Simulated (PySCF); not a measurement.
ORD: `N[C@H]1[C@@H]2CC[C@H](N)[C@H]12`, C6H12N2

Geometry (Å), atoms numbered from 1 in this order:
```xyz
20

N     2.5610   -0.6997   -0.2860
C     1.2779   -0.1852    0.1061
C     0.6481    0.8151   -0.8201
C    -0.3800    1.7552   -0.2273
C    -1.3385    0.8504    0.5572
C    -1.2744   -0.5370   -0.1097
N    -1.5764   -1.5881    0.8469
C     0.1074   -0.5822   -0.7525
H     3.3032   -0.0677   -0.0045
H     2.7379   -1.6035    0.1400
H     1.1049   -0.0583    1.1774
H     1.2275    1.1509   -1.6669
H    -0.9087    2.2626   -1.0363
H     0.0711    2.5166    0.4114
H    -2.3548    1.2378    0.5668
H    -1.0168    0.7559    1.5947
H    -2.0299   -0.6050   -0.9014
H    -0.8584   -1.6237    1.5639
H    -1.5912   -2.4898    0.3829
H     0.2849   -1.2936   -1.5457
```

The calculation used PySCF 2.14.0, TDDFT B3LYP/def2-SVPD circular dichroism and optical rotation, one conformer, gas phase. Geometry: GFN2-xTB.

The molecule is flexible and this is one conformer; a measurement averages over conformers. States above about 6.4 eV (minus the energy of the highest occupied orbital) lie near or above the ionisation threshold and depend on the basis.

Stereocentres: C2 S, C3 R, C6 S, C8 R.

(1) Give the optical rotatory dispersion at 633, 589.3, 546, 436, 405, 365, 355 nm.

(2) And for the mirror image at 589.3 nm?

(3) What is the molar rotation [Φ] = [α]·M/100 of the geometry above at 589.3 nm?

Results:

(1) [α] in deg dm⁻¹ (g/mL)⁻¹:
```
λ (nm)  origin-invariant length gauge  modified velocity gauge  length gauge (centre of mass)  isotropic polarisability (au)
   633                         -120.1                   -111.4                         -120.3                           85.4
 589.3                         -139.9                   -129.6                         -140.1                           85.6
   546                         -164.8                   -152.5                         -165.1                           86.0
   436                         -269.8                   -247.7                         -270.2                           87.4
   405                         -317.9                   -290.7                         -318.3                           88.1
   365                         -400.4                   -363.1                         -400.9                           89.3
   355                         -425.5                   -384.6                         -426.0                           89.7
```

(2) +139.9 deg dm⁻¹ (g/mL)⁻¹ (origin-invariant length gauge): the same size and the opposite sign.

(3) With M = 112.18 g/mol, -156.9 deg cm² dmol⁻¹ (origin-invariant length gauge).

The first excitation lies at 5.89 eV (211 nm) with R = +13.3 × 10⁻⁴⁰ esu² cm² (velocity form).
